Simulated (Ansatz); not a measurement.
# Molecular dynamics of Cl₂H₄O₂Sn

Input:

```yaml
crystal:
  periodic: [false, false, false]
  atoms:
    - { symbol: Sn, position_ang: [0.09281, 0.211495, 0.002941] }
    - { symbol: Cl, position_ang: [0.730438, -0.383788, 2.792023] }
    - { symbol: O, position_ang: [1.80428, -0.702006, -0.344979] }
    - { symbol: H, position_ang: [2.07532, -0.483955, -1.251663] }
    - { symbol: Cl, position_ang: [-0.1456, 1.422973, -2.02452] }
    - { symbol: H, position_ang: [-1.347971, -0.616211, 0.310243] }
    - { symbol: O, position_ang: [0.344873, 1.818368, 1.245834] }
    - { symbol: H, position_ang: [0.877705, 2.540306, 0.875928] }
    - { symbol: H, position_ang: [0.709049, 0.944718, 2.315694] }
basis:
  gaussian: { orbitals: def2-SVP }
hamiltonian:
  xc: r2scan
  dispersion: d4
md:
  timestep: 0.5
  n_steps: 200
  ensemble: nve
  temperature: 100.0
  initial_velocities: maxwell_boltzmann
  seed: 11268
```

Command:

```bash
$ ansatz run input.yaml --threads 4 --pin off --max-ram 5120MiB --backend cpu --events-out ev --progress --plain --runs-dir out
```

It starts at the highest image of a converged band. Of that band: Beside the main top the profile has a ripple of under 15 meV (maxima at images 3, 7), which may be a very shallow well or noise. The top lies less than 8 meV above the higher end, about what the thresholds resolve: that end is a shoulder or a very shallow well. A vibrational analysis at the climbing image gives one clearly imaginary mode, 171i cm⁻¹: a first-order saddle point.

Output, in part (one step line in 4, the closing report, with atoms numbered from 0):

```
md step     0: t =     0.00 fs  T =   100.0 K  F+E_penalty+E_count = -35025.54296417 eV  E_kin = 0.090482 eV  conserved = -35025.45248217 eV  (29 SCF iters)
md step     4: t =     2.00 fs  T =    88.3 K  F+E_penalty+E_count = -35025.53213930 eV  E_kin = 0.079882 eV  conserved = -35025.45225747 eV  (32 SCF iters)
md step     8: t =     4.00 fs  T =    84.3 K  F+E_penalty+E_count = -35025.52870981 eV  E_kin = 0.076300 eV  conserved = -35025.45240951 eV  (32 SCF iters)
md step    12: t =     6.00 fs  T =    73.7 K  F+E_penalty+E_count = -35025.51894824 eV  E_kin = 0.066683 eV  conserved = -35025.45226512 eV  (32 SCF iters)
md step    16: t =     8.00 fs  T =    74.3 K  F+E_penalty+E_count = -35025.51967096 eV  E_kin = 0.067255 eV  conserved = -35025.45241587 eV  (32 SCF iters)
md step    20: t =    10.00 fs  T =    62.5 K  F+E_penalty+E_count = -35025.50887686 eV  E_kin = 0.056571 eV  conserved = -35025.45230629 eV  (33 SCF iters)
md step    24: t =    12.00 fs  T =    55.4 K  F+E_penalty+E_count = -35025.50249819 eV  E_kin = 0.050172 eV  conserved = -35025.45232626 eV  (33 SCF iters)
md step    28: t =    14.00 fs  T =    54.4 K  F+E_penalty+E_count = -35025.50153413 eV  E_kin = 0.049206 eV  conserved = -35025.45232827 eV  (33 SCF iters)
md step    32: t =    16.00 fs  T =    56.7 K  F+E_penalty+E_count = -35025.50365971 eV  E_kin = 0.051340 eV  conserved = -35025.45231963 eV  (33 SCF iters)
md step    36: t =    18.00 fs  T =    60.0 K  F+E_penalty+E_count = -35025.50673888 eV  E_kin = 0.054309 eV  conserved = -35025.45242963 eV  (33 SCF iters)
md step    40: t =    20.00 fs  T =    50.5 K  F+E_penalty+E_count = -35025.49797387 eV  E_kin = 0.045735 eV  conserved = -35025.45223927 eV  (33 SCF iters)
md step    44: t =    22.00 fs  T =    56.2 K  F+E_penalty+E_count = -35025.50327340 eV  E_kin = 0.050863 eV  conserved = -35025.45241078 eV  (33 SCF iters)
md step    48: t =    24.00 fs  T =    54.0 K  F+E_penalty+E_count = -35025.50111205 eV  E_kin = 0.048836 eV  conserved = -35025.45227604 eV  (33 SCF iters)
md step    52: t =    26.00 fs  T =    58.5 K  F+E_penalty+E_count = -35025.50534375 eV  E_kin = 0.052892 eV  conserved = -35025.45245215 eV  (33 SCF iters)
md step    56: t =    28.00 fs  T =    45.9 K  F+E_penalty+E_count = -35025.49375084 eV  E_kin = 0.041515 eV  conserved = -35025.45223535 eV  (30 SCF iters)
md step    60: t =    30.00 fs  T =    48.8 K  F+E_penalty+E_count = -35025.49652417 eV  E_kin = 0.044129 eV  conserved = -35025.45239517 eV  (33 SCF iters)
md step    64: t =    32.00 fs  T =    47.9 K  F+E_penalty+E_count = -35025.49564376 eV  E_kin = 0.043346 eV  conserved = -35025.45229756 eV  (33 SCF iters)
md step    68: t =    34.00 fs  T =    52.0 K  F+E_penalty+E_count = -35025.49941649 eV  E_kin = 0.047028 eV  conserved = -35025.45238879 eV  (33 SCF iters)
md step    72: t =    36.00 fs  T =    46.9 K  F+E_penalty+E_count = -35025.49479618 eV  E_kin = 0.042462 eV  conserved = -35025.45233407 eV  (33 SCF iters)
md step    76: t =    38.00 fs  T =    44.8 K  F+E_penalty+E_count = -35025.49279555 eV  E_kin = 0.040498 eV  conserved = -35025.45229791 eV  (33 SCF iters)
md step    80: t =    40.00 fs  T =    51.9 K  F+E_penalty+E_count = -35025.49933274 eV  E_kin = 0.046949 eV  conserved = -35025.45238375 eV  (33 SCF iters)
md step    84: t =    42.00 fs  T =    52.6 K  F+E_penalty+E_count = -35025.49994079 eV  E_kin = 0.047635 eV  conserved = -35025.45230559 eV  (33 SCF iters)
md step    88: t =    44.00 fs  T =    55.8 K  F+E_penalty+E_count = -35025.50294897 eV  E_kin = 0.050527 eV  conserved = -35025.45242157 eV  (33 SCF iters)
md step    92: t =    46.00 fs  T =    49.6 K  F+E_penalty+E_count = -35025.49713596 eV  E_kin = 0.044916 eV  conserved = -35025.45221980 eV  (33 SCF iters)
md step    96: t =    48.00 fs  T =    61.3 K  F+E_penalty+E_count = -35025.50793209 eV  E_kin = 0.055496 eV  conserved = -35025.45243576 eV  (33 SCF iters)
md step   100: t =    50.00 fs  T =    60.7 K  F+E_penalty+E_count = -35025.50723945 eV  E_kin = 0.054959 eV  conserved = -35025.45228066 eV  (33 SCF iters)
md step   104: t =    52.00 fs  T =    66.1 K  F+E_penalty+E_count = -35025.51228346 eV  E_kin = 0.059848 eV  conserved = -35025.45243591 eV  (33 SCF iters)
md step   108: t =    54.00 fs  T =    58.2 K  F+E_penalty+E_count = -35025.50488191 eV  E_kin = 0.052646 eV  conserved = -35025.45223589 eV  (33 SCF iters)
md step   112: t =    56.00 fs  T =    65.4 K  F+E_penalty+E_count = -35025.51156728 eV  E_kin = 0.059157 eV  conserved = -35025.45241065 eV  (33 SCF iters)
md step   116: t =    58.00 fs  T =    63.9 K  F+E_penalty+E_count = -35025.51018667 eV  E_kin = 0.057854 eV  conserved = -35025.45233248 eV  (33 SCF iters)
md step   120: t =    60.00 fs  T =    61.2 K  F+E_penalty+E_count = -35025.50770933 eV  E_kin = 0.055353 eV  conserved = -35025.45235641 eV  (32 SCF iters)
md step   124: t =    62.00 fs  T =    55.6 K  F+E_penalty+E_count = -35025.50261565 eV  E_kin = 0.050278 eV  conserved = -35025.45233725 eV  (33 SCF iters)
md step   128: t =    64.00 fs  T =    53.2 K  F+E_penalty+E_count = -35025.50039225 eV  E_kin = 0.048102 eV  conserved = -35025.45229028 eV  (32 SCF iters)
md step   132: t =    66.00 fs  T =    58.7 K  F+E_penalty+E_count = -35025.50551430 eV  E_kin = 0.053103 eV  conserved = -35025.45241111 eV  (30 SCF iters)
md step   136: t =    68.00 fs  T =    53.1 K  F+E_penalty+E_count = -35025.50030660 eV  E_kin = 0.048024 eV  conserved = -35025.45228210 eV  (33 SCF iters)
md step   140: t =    70.00 fs  T =    55.4 K  F+E_penalty+E_count = -35025.50255666 eV  E_kin = 0.050146 eV  conserved = -35025.45241057 eV  (32 SCF iters)
md step   144: t =    72.00 fs  T =    51.4 K  F+E_penalty+E_count = -35025.49876961 eV  E_kin = 0.046547 eV  conserved = -35025.45222247 eV  (32 SCF iters)
md step   148: t =    74.00 fs  T =    63.8 K  F+E_penalty+E_count = -35025.51014864 eV  E_kin = 0.057690 eV  conserved = -35025.45245864 eV  (31 SCF iters)
md step   152: t =    76.00 fs  T =    58.9 K  F+E_penalty+E_count = -35025.50558655 eV  E_kin = 0.053307 eV  conserved = -35025.45227909 eV  (32 SCF iters)
md step   156: t =    78.00 fs  T =    61.7 K  F+E_penalty+E_count = -35025.50817218 eV  E_kin = 0.055783 eV  conserved = -35025.45238909 eV  (32 SCF iters)
md step   160: t =    80.00 fs  T =    59.5 K  F+E_penalty+E_count = -35025.50609158 eV  E_kin = 0.053821 eV  conserved = -35025.45227094 eV  (32 SCF iters)
md step   164: t =    82.00 fs  T =    68.1 K  F+E_penalty+E_count = -35025.51403032 eV  E_kin = 0.061640 eV  conserved = -35025.45239033 eV  (32 SCF iters)
md step   168: t =    84.00 fs  T =    69.3 K  F+E_penalty+E_count = -35025.51505345 eV  E_kin = 0.062695 eV  conserved = -35025.45235866 eV  (33 SCF iters)
md step   172: t =    86.00 fs  T =    65.4 K  F+E_penalty+E_count = -35025.51152035 eV  E_kin = 0.059204 eV  conserved = -35025.45231613 eV  (33 SCF iters)
md step   176: t =    88.00 fs  T =    65.6 K  F+E_penalty+E_count = -35025.51172130 eV  E_kin = 0.059354 eV  conserved = -35025.45236717 eV  (32 SCF iters)
md step   180: t =    90.00 fs  T =    65.2 K  F+E_penalty+E_count = -35025.51131642 eV  E_kin = 0.059020 eV  conserved = -35025.45229620 eV  (32 SCF iters)
md step   184: t =    92.00 fs  T =    69.0 K  F+E_penalty+E_count = -35025.51490219 eV  E_kin = 0.062463 eV  conserved = -35025.45243880 eV  (32 SCF iters)
md step   188: t =    94.00 fs  T =    57.1 K  F+E_penalty+E_count = -35025.50392251 eV  E_kin = 0.051673 eV  conserved = -35025.45224984 eV  (32 SCF iters)
md step   192: t =    96.00 fs  T =    58.9 K  F+E_penalty+E_count = -35025.50571205 eV  E_kin = 0.053301 eV  conserved = -35025.45241078 eV  (33 SCF iters)
md step   196: t =    98.00 fs  T =    55.2 K  F+E_penalty+E_count = -35025.50215632 eV  E_kin = 0.049920 eV  conserved = -35025.45223607 eV  (33 SCF iters)
md step   200: t =   100.00 fs  T =    64.7 K  F+E_penalty+E_count = -35025.51098669 eV  E_kin = 0.058521 eV  conserved = -35025.45246578 eV  (30 SCF iters)
Total energy: -35025.51099748 eV, -1287.1637880133 hartree
Atom 0 at     0.128302     0.206791    -0.062621 Å, force    -0.279906     0.106083     0.498078 eV/Å
Atom 1 at     0.683958    -0.362320     2.997324 Å, force     0.035837    -0.061707     0.176226 eV/Å
Atom 2 at     1.770584    -0.796074    -0.381809 Å, force     0.289056    -0.151840    -0.078662 eV/Å
Atom 3 at     2.443112    -0.230547    -0.785477 Å, force     0.113946    -0.015526    -0.067673 eV/Å
Atom 4 at    -0.250074     1.488766    -1.994459 Å, force    -0.048297     0.094347    -0.199289 eV/Å
Atom 5 at    -1.147468    -0.820080     0.350251 Å, force    -0.045663     0.061876    -0.074696 eV/Å
Atom 6 at     0.429332     1.751007     1.208761 Å, force     0.004701     0.035478    -0.219125 eV/Å
Atom 7 at     0.601025     2.584201     0.743063 Å, force    -0.031488     0.025258     0.039357 eV/Å
Atom 8 at     0.740745     0.898692     2.559024 Å, force    -0.038186    -0.093969    -0.074215 eV/Å
Dipole moment:     0.016418     0.328550    -0.162505 e Å
```

The run went to its last step. The conserved energy stayed within 0.03 meV per atom of its start (net change 0.0018 meV per atom), so the integration is sound. A run of 0.1 ps of so small a system gives no equilibrium averages. The orbitals stay closed-shell, which can raise the energy where a bond breaks towards radicals; this wasn't checked here.

The step under study would form Sn1–O7, Cl2–H9 and break Sn1–Cl2, O7–H9. These pairs go: Sn1–O7 2.05 → 2.02 Å, Cl2–H9 1.41 → 1.34 Å, Sn1–Cl2 2.92 → 3.16 Å, O7–H9 1.43 → 1.63 Å. In the last frame they stand as after the step (other bonds may differ from the relaxed reactants and products). It ends as ClH + ClH3O2Sn by the count below, though a long contact still joins these pieces: Sn1–Cl2, 3.16 Å. Pairs count as bonded within 1.25 times the sum of covalent radii (0.12 Å more for H–H).

Last frame:

```xyz
9
Properties=species:S:1:pos:R:3
Sn 0.128 0.207 -0.063
Cl 0.684 -0.362 2.997
O 1.771 -0.796 -0.382
H 2.443 -0.231 -0.785
Cl -0.250 1.489 -1.994
H -1.147 -0.820 0.350
O 0.429 1.751 1.209
H 0.601 2.584 0.743
H 0.741 0.899 2.559
```

The run took 4 min on 4 threads of Intel(R) Xeon(R) 6975P-C (Granite Rapids), with other jobs on the host, peak memory 0.21 GiB.
